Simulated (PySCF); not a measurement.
C5H12Se, SMILES CC(C)(C)C[SeH] (GFN2-xTB optimised geometry):

```
18

C     -0.649    -1.185     1.280
C     -0.140    -0.511     0.000
C      1.388    -0.511     0.000
C     -0.658    -1.272    -1.220
C     -0.682     0.919     0.000
Se    -0.158     2.054    -1.529
H     -0.278    -0.668     2.162
H     -0.307    -2.217     1.319
H     -1.736    -1.184     1.312
H      1.773     0.077     0.830
H      1.768    -0.095    -0.931
H      1.765    -1.527     0.094
H     -1.745    -1.324    -1.207
H     -0.263    -2.285    -1.233
H     -0.348    -0.772    -2.136
H     -0.375     1.458     0.899
H     -1.773     0.911    -0.043
H      1.198     2.285    -1.086
```

Level of theory: CAM-B3LYP/def2-SVP (PySCF 2.14.0).

Problem. What are the frontier orbital energies and the dipole moment?

Solution. HOMO-2 -10.57 eV, HOMO-1 -9.80 eV, HOMO -7.60 eV, LUMO 1.68 eV, LUMO+1 2.54 eV; dipole moment 1.40 D.

Meta-Löwdin charges at CAM-B3LYP/def2-SVP: C1 -0.29, C2 0.08, C3 -0.29, C4 -0.29, C5 -0.23, Se6 -0.04, H7 0.09, H8 0.09, H9 0.09, H10 0.09, H11 0.09, H12 0.09, H13 0.09, H14 0.09, H15 0.10, H16 0.10, H17 0.10, H18 0.04.
